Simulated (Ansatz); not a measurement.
Question: Name a neutral molecule of F, O, Si and H with HOMO–LUMO gap (PBE0/def2-TZVPP) between 8.90 and 9.20 eV and size of the dipole moment (PBE/def2-TZVPP) between 0.85 and 1.15 D (Ansatz, PBE0-D4/def2-TZVP geometry).

Answer: `F[SiH2]O[SiH3]` (8.96 eV, 1.12 D); `O[Si](F)(F)[SiH3]` (9.03 eV, 1.02 D). Other molecules can fit too; these were computed, each in one conformer that needn't be the lowest.
